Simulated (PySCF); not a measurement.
**Correlation energy of F²⁺ (fluorine, charge +2)**

[He] 2s2 2p3, high-spin 4S determinant. Calculation: PySCF 2.14, in x2c-QZVPPall (7s4p3d2f1g, 57 functions); the spin-free X2C one-electron Hamiltonian (Gaussian nucleus). Frozen: 1s2; 5 electrons correlated.

| level | correlation energy (mhartree) |
| --- | --- |
| CCSD | -121.49 |
| (T) | -1.42 |
| CCSD(T) | -122.91 |

Diagnostics: T1 = 0.0029, D1 = 0.0074, largest double amplitude 0.028.

Cost of the coupled-cluster step: about 4 core-seconds, for 5 correlated electrons.

Iterations:

```
CC2 = 0
CCSD nocc = (np.int64(4), np.int64(1)), nmo = (56, 56)
frozen orbitals [[0], [0]]
max_cycle = 100
direct = 0
conv_tol = 1e-08
conv_tol_normt = 1e-06
diis_space = 8
diis_start_cycle = 0
Init t2, MP2 energy = -0.108392864467312
Init E_corr(UCCSD) = -0.108392864467368
cycle = 1  E_corr(UCCSD) = -0.118903988149127  dE = -0.0105111237  norm(t1,t2) = 0.0189595
cycle = 2  E_corr(UCCSD) = -0.120775591505667  dE = -0.00187160336  norm(t1,t2) = 0.00582871
cycle = 3  E_corr(UCCSD) = -0.121522212811678  dE = -0.000746621306  norm(t1,t2) = 0.00215421
cycle = 4  E_corr(UCCSD) = -0.12148993731494  dE = 3.22754967e-05  norm(t1,t2) = 0.000258921
cycle = 5  E_corr(UCCSD) = -0.121493911410891  dE = -3.97409595e-06  norm(t1,t2) = 4.65195e-05
cycle = 6  E_corr(UCCSD) = -0.121494015056738  dE = -1.03645846e-07  norm(t1,t2) = 2.66163e-06
cycle = 7  E_corr(UCCSD) = -0.121494024300105  dE = -9.24336736e-09  norm(t1,t2) = 2.86777e-07
UCCSD converged
E(UCCSD) = -97.82299901645769  E_corr = -0.1214940243001052
UCCSD(T) correction = -0.00142030444379157
```
